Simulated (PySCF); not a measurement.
H2Cl3NTi, singlet, geometry from GFN2-xTB (such geometries of metal compounds can be far from the true shape), with bond 2-1 at 3.0 times its length; PBE0/STO-3G (PySCF).

Input for PySCF:
```python
from pyscf import gto, scf, dft

mol = gto.M(
    atom='''
Ti   -0.139371   -0.246005   -0.030698
Cl    5.725139   -0.710197   -2.523129
Cl    0.065581    0.326408    2.013463
Cl   -1.096754    1.401779   -0.990771
N    -1.071315   -1.793225   -0.215426
H    -0.793603   -2.602188   -0.774091
H    -1.974008   -1.999815    0.217317
''',
    basis='sto-3g',
    charge=0,
    spin=0,
    verbose=5,
)

mf = dft.RKS(mol)
mf.xc = 'pbe0'
mf.kernel()
mo_i, mo_e, stable_i, stable_e = mf.stability(internal=True, external=True, return_status=True, nroots=6, tol=1e-6)
print('internally stable:', stable_i, ' externally stable:', stable_e)
if not stable_e:
    umf = mf.to_uhf() if not hasattr(mf, 'xc') else mf.to_uks()
    umf.scf_summary = {}
    umf.kernel(umf.make_rdm1(mo_e, umf.mo_occ))
```

Output, abridged:

```
PySCF version 2.14.0

[INPUT] verbose = 5
[INPUT] max_memory = 4000
[INPUT] num. atoms = 7
[INPUT] num. electrons = 82
[INPUT] charge = 0
[INPUT] spin (= nelec alpha-beta = 2S) = 0
[INPUT] symmetry False subgroup None
[INPUT] Mole.unit = angstrom
[INPUT] Symbol           X                Y                Z      unit          X                Y                Z       unit  Magmom
[...]
[INPUT] ---------------- BASIS SET ----------------
[INPUT] l, kappa, [nprim/nctr], expnt,             c_1 c_2 ...
[INPUT] N
[...]
                                18.052312         0.53532814
                                4.8856602         0.44463454
[...]
                                0.8784966         0.39951283
                                0.2857144         0.70011547
[...]
                                0.8784966         0.60768372
                                0.2857144         0.39195739
[INPUT] H
[...]
                                0.62391373        0.53532814
                                0.1688554         0.44463454
[INPUT] Cl
[...]
                                109.5358542       0.5353281423
                                29.64467686       0.4446345422
[...]
                                9.053563477       0.3995128261
                                2.944499834       0.7001154689
[...]
                                0.5940934274      0.2255954336
                                0.232524141       0.900398426
[...]
                                9.053563477       0.6076837186
                                2.944499834       0.3919573931
[...]
                                0.5940934274      0.5951670053
                                0.232524141       0.462001012
[INPUT] Ti
[...]
                                188.2662926       0.5353281423
                                50.95220601       0.4446345422
[...]
                                17.48676162       0.3995128261
                                5.687237606       0.7001154689
[...]
                                1.645810296       0.2175436044
                                0.635004777       0.9166769611
[...]
                                0.2628702203      0.0196064117
                                0.1160862609      1.131034442
[...]
                                17.48676162       0.6076837186
                                5.687237606       0.3919573931
[...]
                                1.645810296       0.5777664691
                                0.635004777       0.4846460366
[...]
                                0.2628702203      0.5715227604
                                0.1160862609      0.5498949471
[...]
                                0.502076728       0.6555473627
                                0.19371681        0.286573259

nuclear repulsion = 423.69407063701
number of shells = 28
number of NR pGTOs = 156
number of NR cGTOs = 52
basis = sto-3g
ecp = {}

******** <class 'pyscf.dft.rks.RKS'> ********
method = RKS
initial guess = minao
damping factor = 0
level_shift factor = 0
DIIS = <class 'pyscf.scf.diis.CDIIS'>
diis_start_cycle = 1
diis_space = 8
diis_damp = 0
SCF conv_tol = 1e-09
SCF conv_tol_grad = None
SCF max_cycles = 50
direct_scf = True
direct_scf_tol = 1e-13
XC library pyscf.dft.libxc version 7.1.2
    S. Lehtola, C. Steigemann, M. J. T. Oliveira, and M. A. L. Marques,  SoftwareX 7, 1–5 (2018)
XC functionals = pbe0
    C. Adamo and V. Barone,  J. Chem. Phys. 110, 6158 (1999)
    M. Ernzerhof and G. E. Scuseria,  J. Chem. Phys. 110, 5029 (1999)
radial grids:
    Treutler-Ahlrichs [JCP 102, 346 (1995); DOI:10.1063/1.469408] (M4) radial grids

becke partition: Becke, JCP 88, 2547 (1988); DOI:10.1063/1.454033
pruning grids: <function nwchem_prune>
grids dens level: 3
symmetrized grids: False
atomic radii adjust function: <function treutler_atomic_radii_adjust>
small_rho_cutoff = 0
Set gradient conv threshold to 3.16228e-05
Initial guess from minao.
[...]
SCF not converged.
<class 'pyscf.dft.rks.RKS'> wavefunction has an internal instability
<class 'pyscf.dft.rks.RKS'> wavefunction has an real -> complex instability
<class 'pyscf.dft.rks.RKS'> wavefunction has an RHF/RKS -> UHF/UKS instability
internally stable: False  externally stable: False
[...]
 -1.43103686e+01 -9.43440647e+00 -9.43229729e+00 -8.95961845e+00
 -7.17972486e+00 -7.17766182e+00 -7.17309288e+00 -7.17228573e+00
 -7.17106143e+00 -7.17014655e+00 -6.70425616e+00 -6.69758960e+00
 -6.69752796e+00 -2.75560591e+00 -1.86896844e+00 -1.86271717e+00
 -1.85899925e+00 -9.31937390e-01 -8.62855139e-01 -8.52934016e-01
 -5.74525268e-01 -4.87672433e-01 -4.85687809e-01 -4.35828763e-01
 -4.25652083e-01 -4.07198800e-01 -3.92795154e-01 -3.91732830e-01
 -3.71183173e-01 -3.25093295e-01 -1.37347732e-01 -7.55143918e-02
 -6.90396407e-02 -3.10309270e-02 -2.49513254e-02 -2.40197174e-02
 -1.30356496e-02  6.04694171e-05  1.31592187e-02  2.12103373e-01
  2.79184196e-01  3.00437982e-01  3.63143161e-01  4.73288093e-01]
  beta  mo_energy =
[-1.77707116e+02 -1.00739067e+02 -1.00737022e+02 -1.00223692e+02
 -2.01198287e+01 -1.70935723e+01 -1.70911145e+01 -1.70908998e+01
 -1.43103745e+01 -9.43440564e+00 -9.43229559e+00 -8.95961845e+00
 -7.17972107e+00 -7.17765843e+00 -7.17309500e+00 -7.17228434e+00
 -7.17105883e+00 -7.17014571e+00 -6.70425617e+00 -6.69758960e+00
 -6.69752796e+00 -2.75563931e+00 -1.86907677e+00 -1.86277585e+00
 -1.85895046e+00 -9.31949662e-01 -8.62853241e-01 -8.52927729e-01
 -5.74528824e-01 -4.87672446e-01 -4.85688090e-01 -4.35836218e-01
 -4.25644868e-01 -4.07254526e-01 -3.92820545e-01 -3.91733494e-01
 -3.71160884e-01 -3.25104064e-01 -1.37316543e-01 -7.55252063e-02
 -6.90276969e-02 -3.10811115e-02 -2.49513733e-02 -2.40197220e-02
 -1.30356554e-02  7.94248842e-05  1.31969308e-02  2.12038631e-01
  2.79153637e-01  3.00409592e-01  3.63134951e-01  4.73294902e-01]
multiplicity <S^2> = 0.00024300496  2S+1 = 1.0004859
nelec by numeric integration = [40.9999996  40.99999958]
E1 = -3997.621545907905  E2 = 1324.0298135599762  Ecoul = 1457.5453443048032  Exc = -133.515530744827
cycle= 49 E= -2249.89766171092  delta_E= 0.00405  |g|= 1.36  |ddm|= 0.015
  alpha mo_energy =
[-1.77673418e+02 -1.00710828e+02 -1.00707791e+02 -1.00303699e+02
 -2.00862357e+01 -1.70597655e+01 -1.70576512e+01 -1.70572976e+01
 -1.42898349e+01 -9.40783580e+00 -9.40482972e+00 -9.03328789e+00
 -7.15309260e+00 -7.15012657e+00 -7.14640183e+00 -7.14574338e+00
 -7.14346455e+00 -7.14269733e+00 -6.78005097e+00 -6.77056493e+00
 -6.77051222e+00 -2.72358079e+00 -1.83526908e+00 -1.83227390e+00
 -1.82779383e+00 -9.14086750e-01 -8.41328875e-01 -8.31257925e-01
 -5.56957848e-01 -5.37351806e-01 -4.64934239e-01 -4.14529786e-01
 -4.03945405e-01 -3.85717004e-01 -3.71602521e-01 -3.70455954e-01
 -3.50309090e-01 -3.05472404e-01 -1.17543408e-01 -7.47160245e-02
 -7.39115215e-02 -5.83357314e-02 -4.66923107e-02 -4.03043568e-02
 -6.17552697e-03  2.39059721e-02  3.73683958e-02  2.33860019e-01
  2.98394320e-01  3.24156552e-01  3.80637538e-01  4.95243612e-01]
  beta  mo_energy =
[-1.77673414e+02 -1.00710828e+02 -1.00707790e+02 -1.00303699e+02
 -2.00862327e+01 -1.70597617e+01 -1.70576500e+01 -1.70572922e+01
 -1.42898388e+01 -9.40783548e+00 -9.40482810e+00 -9.03328789e+00
 -7.15308825e+00 -7.15012534e+00 -7.14640730e+00 -7.14574131e+00
 -7.14345887e+00 -7.14269760e+00 -6.78005097e+00 -6.77056494e+00
 -6.77051222e+00 -2.72360453e+00 -1.83532077e+00 -1.83235017e+00
 -1.82774977e+00 -9.14094606e-01 -8.41327063e-01 -8.31252747e-01
 -5.56960075e-01 -5.37351819e-01 -4.64933010e-01 -4.14529183e-01
 -4.03940893e-01 -3.85751414e-01 -3.71615315e-01 -3.70467134e-01
 -3.50291129e-01 -3.05481327e-01 -1.17520694e-01 -7.47160672e-02
 -7.39115260e-02 -5.83357367e-02 -4.67007150e-02 -4.03366039e-02
 -6.17739147e-03  2.39489171e-02  3.73629450e-02  2.33821275e-01
  2.98371705e-01  3.24134393e-01  3.80632135e-01  4.95248057e-01]
multiplicity <S^2> = 1.6260776e-06  2S+1 = 1.0000033
nelec by numeric integration = [41.00000446 41.00000446]
E1 = -3965.711049144071  E2 = 1281.7689502713727  Ecoul = 1415.0096788652709  Exc = -133.24072859389818
cycle= 50 E= -2260.24802823569  delta_E= -10.4  |g|= 0.382  |ddm|= 3.24
SCF not converged.
SCF energy = -2260.24802823569 after 50 cycles  <S^2> = 1.6260776e-06  2S+1 = 1.0000033
```

Convergence was not reached.
